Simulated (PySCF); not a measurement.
**Shapes and spin states of H₂OsO**

Method: PBE0/[Os def2-TZVP with ECP60, O def2-TZVP, H def2-TZVP], scalar-relativistic core potentials, density fitting, no spin–orbit coupling, PySCF.

Relaxations began from a few typed shapes and spin states; open shells are unrestricted. The search is not exhaustive: other isomers or separated fragments can lie lower, and high-lying points may rest on an excited occupation.

(1) Order these stationary points by electronic energy, lowest first, in kJ/mol from the lowest minimum.
A. singlet Cs: Os–H 1.577 Å (×2), Os–O 1.680 Å; H–Os–H 67.1°, H–Os–O 106.5° (×2)
B. singlet (closed shell, unstable to spin polarisation) C2v: Os–H 1.628 Å (×2), Os–O 1.622 Å; H–Os–H 126.1°, H–Os–O 117.0° (×2)
C. triplet C2v: Os–H 1.634 Å (×2), Os–O 1.677 Å; H–Os–H 127.0°, H–Os–O 116.5° (×2)
D. triplet Cs: Os–H 1.597 Å (×2), Os–O 1.680 Å; H–Os–H 89.2°, H–Os–O 108.1° (×2)
E. quintet C2v: Os–H 1.720 Å (×2), Os–O 1.733 Å; H–Os–H 160.6°, H–Os–O 99.7° (×2)
F. quintet Cs: Os–H 1.654 Å (×2), Os–O 1.759 Å; H–Os–H 90.6°, H–Os–O 133.2° (×2)
G. singlet Cs: Os–H 1.546 Å, Os–H 1.669 Å, Os–O 1.670 Å; H–Os–H 56.9°, H–Os–O 82.0°, H–Os–O 138.9°
H. quintet Cs: Os–H 1.686 Å (×2), Os–O 1.727 Å; H–Os–H 142.9°, H–Os–O 93.4° (×2)

(2) Which of them are minima?

Answers

(1) D (0.0), C (18.4), B (23.3), A (92.9), F (142.0), G (146.6), H (173.9), E (203.7).

(2) By energy in kJ/mol, 0.0: minimum; 18.4: minimum; 23.3: minimum of the closed-shell surface only; 92.9: minimum; 142.0: minimum; 146.6: saddle point, 1 imaginary mode; 173.9: minimum; 203.7: saddle point, 2 imaginary modes.

For the lowest minimum: with open d or f shells other occupations or spin states may lie lower. Spin–orbit coupling, left out here, can matter for elements this heavy.
